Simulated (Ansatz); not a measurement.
Program: Ansatz. Geometries: PBE0-D4/def2-TZVP. ΔE: electronic, gas phase. CCSD(T)/CBS adds triple-zeta CCSD(T) − MP2 to the extrapolated MP2 energy (def2 sets, frozen cores). This one scheme is used for every species. Functionals use def2-TZVPP. HSE06 is defined as in plane-wave codes. For Ge outer-core shells are correlated without core-valence functions, which leaves a few kJ/mol of doubt a bond. Scalar relativity is left out up to krypton. One conformer a species, not always the lowest.

`C=C[CH2][Ge]([CH3])([F])[O]C` + CH₃OH → `C=C[CH2][Ge]([F])([O]C)[O]C` + CH₄  (ligand exchange at a Ge–C bond)

| level | ΔE (kJ/mol) |
| --- | --- |
| LDA (SPW92) | -48.0 |
| PBE0 | -48.3 |
| HSE06 | -48.3 |
| CAM-B3LYP | -58.5 |
| MP2/def2-SVP | -69.9 |
| MP2/def2-TZVPP | -57.9 |
| SCS-MP2/def2-QZVPP | -58.7 |
| CCSD/CBS(def2) | -53.4 |

Q: What does CCSD(T)/CBS give? (An estimate is asked.)

A: The calculation gave: -53.9 kJ/mol. The listed levels differ from it by 5.9, 5.6, 5.6, -4.6, -16.0, -4.0, -4.8, 0.5 kJ/mol.

Largest T1 diagnostic among the species: 0.012.

From BLYP to BHLYP (50 % exact exchange), in def2-TZVPP and without D4, ΔE moves by −3.2 kJ/mol. Leaving LDA and LC-ωPBE aside and taking each functional with its dispersion term where it has one, the values, not all of them listed here, spread over 12.0 kJ/mol, from B97M-V to PBE-D4.
